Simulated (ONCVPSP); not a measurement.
**Logarithmic derivatives: hafnium, ONCV**

| Quantity | Value |
| --- | --- |
| Element | Hf (Z = 72) |
| Generator | ONCVPSP 4.0.1 |
| Type | optimised norm-conserving Vanderbilt (ONCV) |
| Functional | PBEsol |
| Relativity | scalar-relativistic |
| Frozen core | [Kr] 4d10 4f14 |
| Valence charge | 12 |
| Reference configuration | 5s2 5p6 5d3 6s1 |
| Partial waves | 5s+6s: rc 1.70 bohr, ncon 4, nbas 8, qcut 5.8 1/bohr, 2 projectors; 5p: rc 2.10 bohr, ncon 4, nbas 7, qcut 6.8 1/bohr, 2 projectors, debl 1.8 Ha; 5d: rc 3.30 bohr, ncon 4, nbas 9, qcut 5.7 1/bohr, 2 projectors, debl 0.6 Ha; f scattering state at 0.13 Ha: rc 3.45 bohr, ncon 4, nbas 8, qcut 3.1 1/bohr, 2 projectors, debl 0.6 Ha |
| Local potential | polynomial inside 1.30 bohr (lpopt 4, dvloc0 -1 Ha) |
| Core correction | Teter function, fcfact 5.25, rcfact 1.5 |

The phase is arctan(r·R′/R) of the radial function R(r), unwrapped; energies in Ha, scanned from -4 to 5 Ha. A pole is an energy at which the radial function vanishes at the test radius. The pseudo phase is shifted by a multiple of π to meet the all-electron one at the reference energy, and phase errors are pseudo minus all-electron; the curves can meet again beyond the range given. Levels narrower than the energy grid can be missing from the lists of poles. Where the grid stepped over a known ghost or core level, its pole and its step of π were put in at the level’s energy.

Problem. For each channel, where are the poles, and over which energies does the pseudopotential scatter like the atom?

Solution.

```tsv
channel	radius (bohr)	reference energy (Ha)	poles, all-electron	poles, pseudo	unbroken range about the reference energy with phases within 0.05 rad	phase error 1 Ha above the reference energy (rad)
s	1.73	-0.17	-1.85	-1.85	the whole range	-0.001
p	2.13	-1.26	-0.96, 4.50	-0.96, 4.41	the whole range	-0.000
d	3.36	-0.07	0.09, 1.88, 4.88	0.09, 1.90	below 2.7	+0.001
f	3.50	0.13	-0.57, 1.18, 3.08	1.18, 3.29	-0.6 to 1.8	-0.000
```

Phases in the d channel:

```csv
E (Ha),all-electron,pseudo
-3.98,1.452,1.452
-3.50,1.444,1.444
-3.02,1.432,1.432
-2.54,1.418,1.418
-2.06,1.398,1.398
-1.58,1.367,1.367
-1.10,1.314,1.314
-0.62,1.180,1.180
-0.14,-0.635,-0.635
0.34,-1.878,-1.877
0.82,-3.906,-3.905
1.30,-4.555,-4.554
1.78,-4.693,-4.690
2.26,-4.790,-4.781
2.74,-4.978,-4.924
3.22,-7.006,-6.001
3.70,-7.681,-7.590
4.18,-7.784,-7.745
4.66,-7.835,-7.805
```
